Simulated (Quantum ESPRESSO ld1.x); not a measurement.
Problem. These are the eigenvalues of the occupied orbitals of an atom or ion with whole-number occupations (eV). Calculated with ld1.x of Quantum ESPRESSO 7.5: non-relativistic Kohn-Sham, LDA (Slater exchange, Perdew-Zunger correlation), spin-unpolarised, spherical densities, point nucleus.

1s: -63746.6
2s: -10516.1
2p: -10085.0
3s: -2434.38
3p: -2233.95
3d: -1859.10
4s: -521.440
4p: -437.746
4d: -284.939
5s: -107.499
4f: -85.4211
5p: -82.7160
5d: -44.8796

Which element is it, and in what charge state? The configuration may be excited.

Solution. Z = 74, tungsten, charge +4: W4+ in [Xe] 4f14 5d2. The list shows which subshells hold electrons but not how many an open one holds; the 1s level, -2342.6 hartree, gives Z - s = 68.4 by -(Z - s)^2/2, which with screening narrows Z to a few neighbours, and the depths of the outer levels then fix element, charge and occupations together.
